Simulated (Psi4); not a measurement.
Intermolecular potential of N2 ··· H3ClSi (SMILES N#N and [SiH3]Cl). Monomers: optimised at B3LYP-D3(BJ) (def2-TZVP), held rigid. Orientation: a higher rigid-body minimum at GFN2-xTB. R is the distance of the centres of mass, along which the second monomer moves.

Geometry at R = 3.37 Å (first 2 atoms: monomer A):
```
7

N      0.5455     0.0000     0.0000
N     -0.5455     0.0000     0.0000
Si     1.7551     0.3240    -3.0769
Cl    -0.2191     0.8573    -3.3731
H      2.4193     0.2394    -4.3921
H      1.7891    -0.9855    -2.3971
H      2.3980     1.3559    -2.2402
```

Methods: PBE/def2-TZVP, counterpoise-corrected (Psi4); PBE-D3(BJ)/def2-TZVP, counterpoise-corrected (Psi4); SAPT0/jun-cc-pVDZ, frozen core (Psi4).

Interaction energies in kJ/mol; the last columns give the difference from SAPT0:

```
R / Å  PBE/def2-TZVP  PBE-D3(BJ)/def2-TZVP  SAPT0/jun-cc-pVDZ  PBE/def2-TZVP − SAPT0/jun-cc-pVDZ  PBE-D3(BJ)/def2-TZVP − SAPT0/jun-cc-pVDZ
-----  -------------  --------------------  -----------------  ---------------------------------  ----------------------------------------
2.78           34.50                 27.38              36.01                              -1.51                                     -8.63
2.95           19.16                 12.58              19.05                               0.11                                     -6.47
3.21            6.84                  1.20               5.91                               0.93                                     -4.71
3.37            3.10                 -1.94               2.12                               0.98                                     -4.06
3.56            0.69                 -3.62              -0.17                               0.86                                     -3.45
3.78           -0.55                 -4.07              -1.23                               0.68                                     -2.85
4.06           -0.98                 -3.64              -1.47                               0.49                                     -2.17
4.35           -0.91                 -2.85              -1.28                               0.37                                     -1.57
4.90           -0.50                 -1.55              -0.78                               0.28                                     -0.77
5.57           -0.19                 -0.70              -0.40                               0.21                                     -0.30
6.58           -0.05                 -0.24              -0.16                               0.11                                     -0.08
7.84           -0.02                 -0.09              -0.07                               0.04                                     -0.02
```

PBE/def2-TZVP is furthest from SAPT0/jun-cc-pVDZ at 2.78 (-1.51 kJ/mol, below); its mean absolute difference over the points is 0.55 kJ/mol.

PBE-D3(BJ)/def2-TZVP is furthest from SAPT0/jun-cc-pVDZ at 2.78 (-8.63 kJ/mol, below); its mean absolute difference over the points is 2.92 kJ/mol.
